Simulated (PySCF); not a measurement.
Identify the unknown among the candidates.

All candidates are C4H8BFO2.

- Rotational structure: rotational constants A, B, C: 4.705, 1.410, 1.137 GHz [PBE0-D3(BJ)/def2-SVP]
- XPS: B1s 197.0, C1s 290.0, C1s 292.7 (×2), C1s 293.4, O1s 538.7 (×2), F1s 692.9 eV [ΔSCF SCAN, pcX-2 on the ionised atom, pcseg-1 elsewhere, spin-free X2C]
- Triplet: lowest triplet excitation (Tamm–Dancoff): 7.35 eV [TDA PBE0/def2-SVPD]
- UV, first state: lowest singlet excitation: 7.64 eV (162 nm, f = 0.000) [TDDFT PBE0/def2-SVPD]
- 13C NMR: chemical shifts (computed TMS as zero) by class: 84.5 (1 C), 67.2 (2 C), -3.7 (1 C) ppm [GIAO KT2/pcSseg-1]
- NMR, other nuclei: isotropic shieldings of nuclei other than C and H, by class: 75 (1 B), 212 (2 O), 392 (1 F) ppm [GIAO KT2/pcSseg-1]
- 1H NMR: chemical shifts (computed TMS as zero) by class: 4.46 (1 H), 4.17 (2 H), 3.77 (2 H), 0.13 (3 H) ppm [GIAO KT2/pcSseg-1]

Gas-phase values; electronic properties from PySCF, density fitting. Levels stand in brackets. Geometry: PBE0-D3(BJ)/def2-SVP, one conformer, isolated molecule. NMR values are class means; diastereotopic atoms form classes of their own.

**Question.** Which candidate is it?
A. `CC[C@@H]1OBO[C@@H]1F`
B. `CB1OCC(F)CO1`
C. `OB(O)[C@@H]1CC[C@@H]1F`

**Answer.** B. It is `CB1OCC(F)CO1`. Numbering: `[CH3:1][B:2]1[O:3][CH2:4][CH:5]([F:6])[CH2:7][O:8]1`. 4 carbons fall into 3 classes; from least to most shielded: sp3 C–F carbon [C5] (84.5 ppm), ring sp3 carbon bound to oxygen [C4/C7] (67.2 ppm, 2 C), chain sp3 carbon bound to boron [C1] (-3.7 ppm). Hydrogen classes from least to most shielded: 1 H on an sp3 C–F carbon, C5 (4.46 ppm), 2 H on 2 like atoms (sp3 carbon bound to oxygen), C4/C7 (4.17 ppm), 2 H on 2 like atoms (sp3 carbon bound to oxygen), C4/C7 (3.77 ppm), 3 H on an sp3 carbon bound to boron, C1 (0.13 ppm). The other shieldings belong to: 75 ppm, three-coordinate boron [B2]; 212 ppm, boron-bound oxygen [O3/O8]; 392 ppm, alkyl fluorine [F6]. The core levels belong to: B1s 197.0 eV, three-coordinate boron [B2]; C1s 290.0 eV, sp3 carbon bound to boron [C1]; C1s 292.7 eV, sp3 carbon bound to oxygen [C4/C7]; C1s 293.4 eV, sp3 C–F carbon [C5]; O1s 538.7 eV, boron-bound oxygen [O3/O8]; F1s 692.9 eV, alkyl fluorine [F6]. One atom of each topological class was ionised and stands for its class. By its constants the optimised geometry is an asymmetric top.

The others, at the same levels:
- `OB(O)[C@@H]1CC[C@@H]1F` fails: it has 4 carbon classes against 3; its computed 13C shifts are 93.4 (1 C), 35.7 (1 C), 31.2 (1 C), 16.8 (1 C) ppm, core binding energies are B1s 197.1, C1s 290.3, C1s 290.8, C1s 290.9, C1s 293.0, O1s 538.9 (×2), F1s 692.5 eV and 1H shifts are 5.14 (1 H), 4.76 (2 H), 2.29 (1 H), 2.11 (1 H), 2.10 (1 H), 1.83 (1 H), 1.55 (1 H) ppm.
- `CC[C@@H]1OBO[C@@H]1F` fails: it has 4 carbon classes against 3; its computed 13C shifts are 112.0 (1 C), 85.0 (1 C), 25.5 (1 C), 13.1 (1 C) ppm, core binding energies are B1s 197.5, C1s 290.8, C1s 291.1, C1s 292.7, C1s 294.9, O1s 538.9, O1s 539.2, F1s 692.8 eV and 1H shifts are 6.00 (1 H), 4.36 (1 H), 3.89 (1 H), 1.64 (1 H), 1.48 (1 H), 1.21 (3 H) ppm.

Each candidate is one conformer, not necessarily the lowest. Dipoles, sizes and rotational constants follow the conformer. The torsions of the flexible species, by atom-mapped SMILES:
- `[OH:1][B:2]([OH:3])[C@@H:4]1[CH2:5][CH2:6][C@@H:7]1[F:8]`: O1–B2–C4–C5 -63°, H–O1–B2–O3 1°, H–O3–B2–O1 178°
- `[CH3:1][CH2:2][C@@H:3]1[O:4][BH:5][O:6][C@@H:7]1[F:8]`: C1–C2–C3–O4 -60°

The conformers of `CB1OCC(F)CO1` aren't listed.
